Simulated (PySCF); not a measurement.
# One molecule, several mistakes: Al3H4N

Calculated results; nothing here was measured. They come from PySCF 2.14.0, an open-source quantum chemistry program, on an isolated molecule that a program drew, which may never have been made. The molecule is Al3H4N (charge 0, singlet), drawn as the SMILES string `[AlH2][N]=[Al][AlH2]`.

Each row is a Hartree-Fock (HF) and frozen-core CCSD(T) single point in the cc-pV(D+d)Z basis, meant for a local HF minimum. Run 1 is clean. Each other run has one planted mistake out of seven kinds, and not every kind appears here: one electron removed, one electron added, multiplicity raised by two, geometry at a saddle point, minimal basis STO-3G, one bond length entered in bohr, all coordinates scaled. The reference is restricted for singlets and unrestricted otherwise, and also for a bond in bohr. Adding or removing an electron swaps singlet and doublet. Electrons count all cores. HOMO and LUMO are orbital energies over both spins, the gradient is its largest component, and the lowest frequency (negative if imaginary) is given only where the gradient is small. Bond lengths are over the 7 bonds as drawn. T1 is the CCSD diagnostic: over 0.02 (restricted) or 0.045 (unrestricted) a single reference is doubtful.

Geometry of the clean run:
```xyz
8
Al3H4N, angstrom
Al   -1.1851   -2.9087   -2.2763
N    -0.5202   -2.0172   -0.9254
Al    0.1032   -1.1821    0.3409
Al    1.0930    0.1443    2.3515
H    -0.2666   -3.4303   -3.4670
H    -2.7389   -3.2389   -2.3763
H     1.1871    1.7134    2.2622
H     1.5813   -0.6445    3.6237
```

| run | electrons | basis functions | <S^2> | HOMO (eV) | LUMO (eV) | gradient (hartree/bohr) | lowest frequency (cm^-1) | mean bond (Å) | longest bond (Å) | T1 | HF (hartree) | CCSD(T) (hartree) | mistake |
|---|---|---|---|---|---|---|---|---|---|---|---|---|---|
| 1 | 50 | 103 | 0.000 | -8.84 | -0.55 | 6.4e-06 | 45 | 1.7609 | 2.604 | 0.0258 | -782.52262 | -782.93499 | no fault |
| 2 | 50 | 103 | 0.000 | -8.73 | -0.56 | 1.6e-02 | - | 1.7961 | 2.656 | 0.0270 | -782.51970 | -782.93518 | all coordinates scaled |
| 3 | 49 | 103 | 0.760 | -14.87 | -5.58 | 5.2e-02 | - | 1.7609 | 2.604 | 0.0293 | -782.28589 | -782.64022 | one electron removed |
| 4 | 50 | 36 | 0.000 | -3.70 | 7.67 | 4.4e-02 | - | 1.7609 | 2.604 | 0.0330 | -773.00697 | -773.23147 | minimal basis STO-3G |
| 5 | 50 | 103 | 0.843 | -8.77 | -0.84 | 1.0e-02 | - | 1.9610 | 2.975 | 0.0560 | -782.42635 | -782.82803 | ? |
| 6 | 50 | 103 | 2.024 | -5.81 | -0.32 | 9.4e-02 | - | 1.7609 | 2.604 | 0.0220 | -782.48128 | -782.84811 | ? |

**Which mistake was planted in run 5, and what did it cost?**

The mean bond changes by a factor of 1.114 and the longest by 1.142, so the molecule wasn't scaled as a whole. A length L in bohr read as angstrom grows by (1/0.5292 - 1) L = 0.890 L. The 7 bonds together grew by 7 x 0.2001 = 1.401 Å, which gives L = 1.574 Å. That is the length of one of the Al-H bonds, 1.575 Å in the clean geometry. So the mistake is: one bond length entered in bohr. Subtracting run 1 and multiplying by 627.51 kcal/mol a hartree, the energy moved by 60.4 kcal/mol in HF and 67.1 kcal/mol in CCSD(T).

**Which mistake was planted in run 6, and what did it cost?**

Electrons, basis and geometry are unchanged, and <S^2> is 2.024, beside S(S+1) = 2.00 for a multiplicity of 3. So the mistake is: multiplicity raised by two. Subtracting run 1 and multiplying by 627.51 kcal/mol a hartree, the energy moved by 25.9 kcal/mol in HF and 54.5 kcal/mol in CCSD(T).

Cautions from the logs. Run 1: T1 is over the limit, so its CCSD(T) energy is less reliable; run 2: T1 is over the limit, so its CCSD(T) energy is less reliable; run 4: T1 is over the limit, so its CCSD(T) energy is less reliable; run 5: T1 is over the limit, so its CCSD(T) energy is less reliable.
